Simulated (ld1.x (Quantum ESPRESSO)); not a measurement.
## Configuration tests for terbium (Tb) (TM)

```
Element                 : Tb
Generator               : ld1.x (Quantum ESPRESSO) 7.5
Type                    : norm-conserving Troullier–Martins (Kleinman–Bylander form)
Functional              : PBE
Relativity              : non-relativistic
Frozen core             : [Kr] 4d10
Valence charge          : 19
Reference configuration : 4f9 5s2 5p6 5d0 6s2 6p0
Partial waves           : 5s (bound): rc 1.70 bohr; 5p (bound): rc 2.10 bohr; 4f (bound): rc 1.30 bohr; 5d (bound, empty): rc 2.30 bohr
Local potential         : the d channel
Core correction         : none
```

Occupied shells without a wave of their own: 6s. They enter only through the test configuration that unscreens the potential.

Energies are relative to the spin-unpolarised reference configuration 4f9 5s2 5p6 5d0 6s2 6p0; without spin polarisation the order of configurations can differ from experiment.

| valence configuration | charge | ΔE all-electron (eV) | error AE − PS (meV) |
| --- | --- | --- | --- |
| 4f9 5s2 5p6 5d0 6s1 6p0 | +1 | 5.771 | +111 |
| 4f9 5s2 5p6 5d0 6s0 6p0 | +2 | 16.546 | +306 |
| 4f8 5s2 5p6 5d0 6s0 6p0 | +3 | 45.597 | +247 |
| 4f8 5s2 5p6 5d0 6s2 6p0 | +1 | 14.363 | -307 |
| 4f9 5s2 5p6 5d1 6s1 6p0 | 0 | 1.671 | +64 |

(1) What are ΔE and the potential's error for 4f8 5s2 5p6 5d1 6s1 6p0?

(2) What are ΔE and the potential's error for 4f9 5s2 5p6 5d0 6s1 6p1?

Results:

(1) ΔE = 13.709 eV all-electron; the error (AE − PS) is -170 meV.

(2) ΔE = 2.176 eV all-electron; the error (AE − PS) is +50 meV.

The 6s level has no wave, so the channel is fitted at the deeper level alone: the likely source of the large errors.
